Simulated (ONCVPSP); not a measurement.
What one change does to a pseudopotential (lutetium, ONCV)

ONCVPSP 4.0.1 input, shortened (lines: element, Z, core and valence counts, functional; n l f; lmax; l rc ep ncon nbas qcut; lloc lpopt rc5 dvloc0; l nproj debl; icmod fcfact rcfact), LDA (Perdew-Wang 92), fully relativistic:

```
  Lu 71.00    9    5  -001012      upf
    1    0    2.00
    2    0    2.00
    2    1    6.00
    3    0    2.00
    3    1    6.00
    3    2   10.00
    4    0    2.00
    4    1    6.00
    4    2   10.00
    4    3   14.00
    5    0    2.00
    5    1    6.00
    5    2    1.00
    6    0    2.00
    3
    0    2.00    0.00    4    7    4.90
    1    1.30    0.00    5   10    6.60
    2    2.45    0.00    5    8    3.50
    3    0.80    0.00    5    9   22.00
    4    5    0.75    2.00
    0    3    3.10
    1    2    1.60
    2    2    0.30
    3    2    2.80
    2    0.50    1.15
```

Open shells are filled in proportion to 2j + 1.

All-electron outer shells of the reference configuration (LDA (PZ), scalar-relativistic, ld1.x):

| shell | level (eV) | outermost node (bohr) | outermost maximum (bohr) |
| --- | --- | --- | --- |
| 4d | -191.71 | 0.23 | 0.48 |
| 5s | -61.19 | 0.57 | 1.04 |
| 5p | -31.78 | 0.61 | 1.19 |
| 4f | -9.81 | – | 0.47 |
| 6s | -4.81 | 1.41 | 3.00 |
| 5d | -1.92 | 0.68 | 1.84 |

Change: d: rc 1.94.

Cutoffs: the cutoffs (Ha) at which the residual kinetic energy of the hardest occupied pseudo-wave falls to 1 and 0.1 mHa per electron; they do not see the model core or the augmentation charge, which bear on the density cutoff. Errors are all-electron minus pseudo energies relative to the spin-unpolarised reference configuration.

Task: What does the change do?

Result: The potential gets neither clearly harder nor softer (215 Ha and 235 Ha → 215 Ha and 235 Ha); the bound ghosts move from s to d, s; of the 3 tests that both files solve, the error grows in 0 and shrinks in 1 by more than 15 % and 0.3 meV (median size 0.7 → 0.2 meV).

| quantity | base | changed |
| --- | --- | --- |
| cutoff, loose | 215 Ha | 215 Ha |
| cutoff, tight | 235 Ha | 235 Ha |
| loose cutoff by channel | s 9.1 Ha, p 72 Ha, d 28 Ha, f 215 Ha | s 9.1 Ha, p 72 Ha, d 22 Ha, f 215 Ha |
| bound ghosts | s | s, d5/2, d3/2 |
| GHOST(+) flags under 300 eV | p3/2 at 10.7 eV, d5/2 at 26.9 eV, d3/2 at 46.5 eV, p1/2 at 76.4 eV | p3/2 at 10.7 eV, p1/2 at 76.4 eV, d3/2 at 130.8 eV |
| tests with a reliable result | 3 of 4 | 3 of 4 |
| error for 4f14 5s2 5p6 5d1 6s1, meV [ΔE 7.58 eV] | +0.8 | +0.7 |
| error for 4f14 5s2 5p6 5d1 6s0, meV [ΔE 21.14 eV] | +0.7 | +0.2 |
| error for 4f14 5s2 5p6 5d1 6s1 6p1, meV [ΔE 3.49 eV] | +0.2 | +0.1 |
| s: phases at 2.04 bohr within 0.05 rad from the reference energy up to (Ha; the scan ends near 5) | to the end of the scan | to the end of the scan |
| p3/2: phases at 1.32 bohr within 0.05 rad from the reference energy up to (Ha; the scan ends near 5) | to the end of the scan | to the end of the scan |
| p1/2: phases at 1.32 bohr within 0.05 rad from the reference energy up to (Ha; the scan ends near 5) | 2.8 | 2.8 |
| f7/2: phases at 0.81 bohr within 0.05 rad from the reference energy up to (Ha; the scan ends near 5) | to the end of the scan | to the end of the scan |
| f5/2: phases at 0.81 bohr within 0.05 rad from the reference energy up to (Ha; the scan ends near 5) | to the end of the scan | to the end of the scan |
| rms error of d²Exc/dni dnj with the model core, mHa | 3.10 | 3.09 |

 A true bound ghost makes a file unfit for plane-wave use even where its test errors are small: the radial tests pick states by their node count and pass the ghost by.
